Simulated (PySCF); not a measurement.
Unknowns

PySCF calculation with coordinates at the GFN2-xTB level and NMR shieldings at PBE0/pcSseg-1/GIAO; single conformer, relativity neglected, averaged over atoms made equivalent by symmetry, fast rotation or ring inversion, gas phase.

Chemical shifts δ = σref − σ; $^{1}$H, $^{13}$C against TMS, all at this level. Splittings of carbon signals by F and P are missing where no couplings were computed. Where no couplings were computed, multiplicities follow the n + 1 count of equivalent neighbours, and m marks all less simple cases (inequivalent or close neighbours, rings, F or P nearby). Shifts are as computed. Against solution values, carbons near 30 ppm lie about +3 ppm off and those near 130 ppm about +5 ppm; carbons on Cl a further +6 ppm. Of 1211 compounds with measured shifts, 218 miss one by over three times the rms of a fit or turn the order of signals round; such compounds aren't used in these exercises. Carbons bonded to Cl come out too deshielded.

Q: C₆H₅N₃Si. $^{1}$H NMR (600 MHz, computed): δ 7.50 (m, 1H), 7.21 (m, 1H), 5.12 (s, 3H). $^{13}$C{$^{1}$H} NMR (computed): δ 145.2, 138.1, 131.2, 112.2, 79.8, 76.2. What is it?

A: SMILES C(#N)C#Cc1cn([SiH3])cn1. The formula gives 7 degrees of unsaturation (1 ring in the answer). 6 carbon signals for 6 carbons: no two carbons are equivalent. Carbon types of the structure: 4 × C, 2 × CH, leaving 3 H on heteroatoms. δC 145.2: aromatic CH between two ring heteroatoms. δC 138.1: aromatic CH next to a ring nitrogen. δC 112.2: nitrile carbon; typical of a nitrile. δC 79.8, 76.2: alkyne carbon; sp carbons lie upfield of alkene carbons because the cylindrical π system leaves one tensor component strongly shielded.

This is the structure that produced the data.

Q: C₇H₁₂Si. $^{1}$H NMR (400 MHz, computed): δ 7.30 (m, 1H), 6.38 (m, 1H), 6.30 (m, 1H), 5.64 (m, 1H), 5.48 (m, 1H), 5.45 (br s, 1H), 5.19 (br s, 1H), 3.99 (t, 3H), 1.87 (q, 2H). $^{13}$C{$^{1}$H} NMR (computed): δ 152.3 (C), 142.7 (CH), 139.0 (CH), 138.6 (CH), 125.4 (CH2), 121.8 (CH2), 22.4 (CH2). Identify the compound.

A: SMILES C=C/C=C\C(=C)C[SiH3]. The formula gives 3 degrees of unsaturation (no ring in the answer). 7 carbon signals for 7 carbons: no two carbons are equivalent. Carbon types of the structure: 1 × C, 3 × CH, 3 × CH2, leaving 3 H on heteroatoms. δC 152.3: fully substituted alkene carbon; the olefinic region. δC 142.7, 139.0, 138.6: alkene CH; the olefinic region. δC 125.4, 121.8: terminal =CH2 carbon; as expected for a trigonal carbon in a double bond. δH 5.64, 5.48, 5.45, 5.19: hydrogen on a terminal =CH2 carbon; a vinylic proton, deshielded by the sp2 carbon and the C=C anisotropy.

This is the structure that produced the data.

Q: C₅H₆ClFO. $^{1}$H NMR (400 MHz, computed): δ 2.51 (s, 3H), 2.44 (s, 3H). $^{13}$C{$^{1}$H} NMR (computed): δ 174.8, 162.3, 123.9, 29.3, 27.3. Give a structure.

A: `FC(C(=C(C)C)Cl)=O`. Rings plus π bonds: 2 (no ring in the answer). 5 carbon signals for 5 carbons: no two carbons are equivalent. Carbon types of the structure: 3 × C, 2 × CH3, which accounts for all hydrogens. δC 174.8: β carbon of a C=C–C=O unit; conjugation with the carbonyl draws π density from the β position. δC 162.3: carbonyl carbon. δC 123.9: α carbon of a C=C–C=O unit; an sp2 carbon of a C=C bond. δC 29.3, 27.3: allylic methyl carbon; saturated and bonded to C and H only.

The data come from this structure; uniqueness wasn't tested.
